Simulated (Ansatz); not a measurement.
Cost and result for the atomization energy of `C[O][In]([NH2])[F]` (10 atoms, 9 bonds).

```xyz
10

C    -0.782    1.861    0.614
O    -0.130    0.658    0.954
In    0.216   -0.738   -0.380
N     1.040   -2.549   -0.177
F    -0.611   -0.287   -2.094
H    -1.371    1.795   -0.308
H    -0.055    2.673    0.491
H    -1.459    2.135    1.430
H     1.774   -2.609    0.516
H     1.379   -2.939   -1.047
```

Total charge 0; spin multiplicity 1. Correlated methods include outer-core shells of In, which these sets cover unevenly. In takes the def2 core potential. The structure was optimised at the PBE0-D4/def2-TZVP level. It is one conformer, not always the lowest. Program: Ansatz. Hardware: A = 2 threads of an AMD EPYC 7R13 on a shared host; B = 2 threads of an AMD EPYC 7R13 on a shared host and a share of an NVIDIA H100 80 GB. Times are those of one run each, without the atoms' runs, and a repeat can differ threefold. Electronic energies, without spin–orbit coupling; frozen cores. CCSD(T)/CBS adds CCSD(T) − MP2 in def2-TZVPP to the MP2 limit, and its time is that of the two runs behind it. T1 = 0.016. With those shells the extrapolation isn't a true limit. B3LYP takes the VWN-RPA correlation (the form of Gaussian; ORCA's B3LYP/G).

CCSD(T)/CBS is a level of theory with its own doubt, some kJ/mol a heavy atom from the limit and from the frozen cores, so smaller differences don't rank the functionals.

```tsv
level	functions	wall time	atomization (kJ/mol)	difference from CCSD(T)/CBS	per bond
LDA (SPW92)/def2-TZVPP [A]	244	1.6 s	3938.2	531.6	59.1
BLYP-D4/def2-TZVPP [A]	244	2.8 s	3389.0	-17.6	-2.0
PBE-D4/def2-TZVPP (with forces) [A]	244	3.1 s	3459.6	53.0	5.9
MP2/def2-QZVPP [B]	460	4.7 s	3432.3	25.7	2.9
r2SCAN-D4/def2-TZVPP (with forces) [A]	244	5 s	3374.5	-32.1	-3.6
B3LYP-D4/def2-TZVPP (with forces) [A]	244	6 s	3362.4	-44.2	-4.9
r2SCANh-D4/def2-TZVPP [A]	244	6 s	3336.5	-70.1	-7.8
PBE-QIDH/def2-TZVPP [A]	244	7.5 s	3326.8	-79.8	-8.9
CCSD(T)/def2-TZVPP [B]	244	8.5 s	3286.6	-120.0	-13.3
B97M-V/def2-TZVPP [A]	244	9.5 s	3371.9	-34.7	-3.9
CCSD(T)/def2-SVP [A]	107	13 s	3136.4	-270.2	-30.0
ωB97M-V/def2-TZVPP (with forces) [A]	244	13 s	3386.5	-20.1	-2.2
CCSD(T)/CBS(def2)	–	13 s	3406.6	0.0	0.0
```

In def2-TZVPP, CCSD(T) changes the Hartree–Fock value by +1028.4 kJ/mol (the triples alone add +65.2 kJ/mol) and MP2 by +1101.5 kJ/mol; breaking electron pairs costs correlation energy, which Hartree–Fock lacks. The D4 term adds +26.1 kJ/mol with B3LYP and +13.7 kJ/mol with PBE0; it sums over pairs of atoms, weighted by their polarisabilities, and B3LYP, whose exchange is more repulsive, gets the larger term. At CCSD(T), def2-SVP lies −270.2 kJ/mol from the extrapolated value and def2-TZVPP −120.1 kJ/mol: correlation converges slowly with the basis, and small sets miss more of it in the bonded molecule than in its fragments.

Spin–orbit coupling would lower the free In atoms strongly, and the atomization energy with them, by more than many differences here.
